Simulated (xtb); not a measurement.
Si(CCH)3(F) (C6H3FSi), SMILES F[Si](C#C)(C#C)C#C. All values are semi-empirical tight-binding results from xtb (GFN2-xTB unless named), good for trends rather than for accurate numbers. The structure is a stationary point at GFN2-xTB.

Optimised geometry:

Bond lengths (Å): C1–C2 1.201, C1–H9 1.052, C2–Si3 1.847, Si3–F4 1.616, Si3–C5 1.847, Si3–C7 1.847, C5–C6 1.201, C6–H10 1.052, C7–C8 1.201, C8–H11 1.052. Angles (°): C2–C1–H9 179.7, C1–C2–Si3 179.6, C2–Si3–F4 107.9, C2–Si3–C5 111.0, C2–Si3–C7 111.0, F4–Si3–C5 107.7, F4–Si3–C7 107.7, C5–Si3–C7 111.3, Si3–C5–C6 179.7, C5–C6–H10 179.6, Si3–C7–C8 179.7, C7–C8–H11 179.6.

```json
{
  "point_group_as_xtb_finds_it": "C3v",
  "orbital_gap": "5.13 eV",
  "dipole_moment": "1.97 D",
  "zero_point_energy": "37.0 kcal/mol",
  "G − E(el) at 298.15 K (modified RRHO)": "15.2 kcal/mol",
  "static polarisability (D4 model)": "87.8 bohr³",
  "solvation energy, GFN2-xTB/ALPB(water)": "-2.4 kcal/mol",
  "solvation energy, GFN2-xTB/ALPB(octanol)": "-7.2 kcal/mol"
}
```

Computed atomic charges and the Wiberg bond orders between heavy atoms:
charges (e) C1 -0.07, C2 -0.11, Si3 0.59, F4 -0.27, C5 -0.11, C6 -0.07, C7 -0.11, C8 -0.07, H9 0.08, H10 0.08, H11 0.08. Bond orders C1–C2 2.93, C2–Si3 0.90, Si3–F4 1.07, Si3–C5 0.90, C5–C6 2.93, Si3–C7 0.90, C7–C8 2.93.
